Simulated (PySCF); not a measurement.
Compound: C6H10O2 (charge +1 and doublet state).
Z-matrix (Å and degrees, GFN2-xTB geometry), rows numbered from 1:
```
C 
C   1  1.3625
O   2  1.3137  1  126.38
C   3  1.4104  2  122.15  1    12.18
C   2  1.5031  1  121.39  3   179.80
C   5  1.5356  2  113.18  1   119.89
C   5  1.5378  2  106.69  1  -125.98
O   7  1.1813  5  124.13  2   -25.19
H   1  1.0750  2  121.26  3  -176.04
H   1  1.0778  2  121.86  3     9.74
H   4  1.0918  3  112.06  2    44.43
H   4  1.0899  3  106.00  2   164.71
H   4  1.0958  3  110.30  2   -77.73
H   5  1.0908  2  111.47  1    -5.02
H   6  1.0869  5  111.00  2    53.77
H   6  1.0870  5  110.79  2   175.22
H   6  1.0885  5  109.02  2   -66.25
H   7  1.1039  5  111.99  2   157.61
```

The hyperfine couplings belong to this conformer and change with its torsions.

The species is `[CH2+][C](OC)[C@@H](C)C=O` [radical] (charge +1).

The calculation used UKS B3LYP, pcH-1 on C H O, non-relativistic, mean-field spin-orbit, GIAO in PySCF 2.14.0. One conformer (not necessarily the lowest) at the GFN2-xTB geometry, without solvent, vibrations or thermal averaging. The geometry wasn't refined by DFT: couplings that depend on bond lengths, twists or pyramidal angles can differ widely from those at the functional's own minimum, by a factor of two or more for some ions and for spin on atoms past the first row. The SCF solution wasn't tested for stability.

Q: Give the principal g shifts and their parts.

A: 
```csv
Δg (ppm),1,2,3
relativistic mass correction,-224,-224,-224
gauge correction,7,38,41
orbital Zeeman/spin–orbit,204,1732,3002
total,-13,1545,2819
```

So g = 2.00231, 2.00386, 2.00514 and g_iso = 2.00377; the tensor is rhombic: the two nearest values differ by 45 % of g3 − g1. Axes: g2 points within 10° of the O3–C4 bond.

Q: What effective moment and Curie constant follow for a powder?

A: With the mean of g² = 4.0151 and S(S+1) = 0.75: μ_eff = √(⟨g²⟩S(S+1)) = 1.735 μB and χT = 0.12505·⟨g²⟩·S(S+1) = 0.377 cm³ K/mol (cgs; spin-Hamiltonian part alone).

Q: Average each term over the three axes. Which is largest in size?

A: The orbital-Zeeman/spin–orbit term 1646, the mass correction -224 and the gauge correction 29 ppm, for a total of 1450 ppm. The orbital-Zeeman/spin–orbit term is the largest in size. The mass correction is the same along every axis, so the anisotropy comes from the other two: their spans along these axes are 34 (gauge) and 2798 ppm (orbital Zeeman/spin–orbit).

Q: In a frozen sample, at which fields do the three g values resonate at 9.5, 34, 94 and 263 GHz (hyperfine left aside), and which band first spreads them over more than twice a line width of 0.3 mT?

A: 
```
band    GHz  B(g3) mT  B(g2) mT  B(g1) mT  spread mT
   X    9.5    338.51    338.72    338.99       0.48
   Q   34.0   1211.50   1212.27   1213.21       1.71
   W   94.0   3349.44   3351.57   3354.18       4.74
   J  263.0   9371.30   9377.26   9384.56      13.26
```

The spread grows in proportion to the frequency. Q band is the first where it exceeds 0.6 mT.

The Mulliken spin populations are largest on C1 (+0.57), O8 (+0.21) and O3 (+0.19). Three atoms exceed +0.15. The angles at C1 add up to 359.8°, so it is planar.

The HOMO–LUMO gaps are 6.36 eV among the α and 2.16 eV among the β orbitals.

Time: 1.8 min (with the writing of density and orbital grids); peak memory 0.97 GiB. Hardware: one thread, Arm Neoverse V1 (aarch64), no GPU (shared host).

The SMILES draws the unpaired electron on C2; the largest computed Mulliken spin population is on C1 (0.57 against -0.02).
